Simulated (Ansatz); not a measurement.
Harmonic frequencies (cm⁻¹) at PBE0-D4/def2-TZVP from Ansatz: 36, 158, 246, 261, 432, 594, 619, 674, 717, 782, 816, 849, 905, 922, 938, 997, 1113, 1255, 1326, 2182, 2632, 2638, 3564, 3937.

Each molecule was computed in one conformer, which needn't be the lowest.

(1) Which molecule is it?
A. `O[SiH]1BNB1`
B. `BB1N[SiH2]O1`
C. `N=COCF`
D. `NB1CC1Br`

Results:

(1) A.
